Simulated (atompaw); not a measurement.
## Reading a pseudo-wave (Dy (Z = 66))

Columns: radius, all-electron u(r) and pseudo u(r) of the 6p shell (level -2.22 eV) of dysprosium in the configuration [Kr] 4d10 4f10 5s2 5p6 5d0 6s1.75 6p0; LDA (PW92), scalar-relativistic, PAW (atompaw) scheme, atompaw 4.2.0.5.

```tsv
r (bohr)	all-electron	pseudo
0.115	-0.0377	-0.0013
0.231	-0.0389	-0.0050
0.346	0.0793	-0.0108
0.462	0.1108	-0.0184
0.577	0.0599	-0.0269
0.692	-0.0210	-0.0358
0.808	-0.0977	-0.0442
0.923	-0.1538	-0.0511
1.038	-0.1866	-0.0558
1.154	-0.1981	-0.0575
1.269	-0.1920	-0.0555
1.385	-0.1724	-0.0493
1.500	-0.1433	-0.0387
1.615	-0.1077	-0.0234
1.731	-0.0678	-0.0034
1.846	-0.0260	0.0206
1.962	0.0168	0.0484
2.077	0.0589	0.0789
2.192	0.0999	0.1116
2.308	0.1396	0.1457
2.423	0.1770	0.1797
2.538	0.2121	0.2131
2.654	0.2452	0.2455
2.769	0.2756	0.2757
2.885	0.3038	0.3038
3.000	0.3294	0.3294
```

Question: How many radial nodes do the two functions have?

Answer: The all-electron 6p function has n − l − 1 = 4 (the table is too coarse to show those close to the nucleus); the pseudo-wave has 1, since 1 lower shell of the same l stays in the valence.

Question: Is the pseudo-wave norm-conserving?

Answer: No, it belongs to a PAW set: the norm inside the radius is not constrained, and the difference is carried by the augmentation charge.
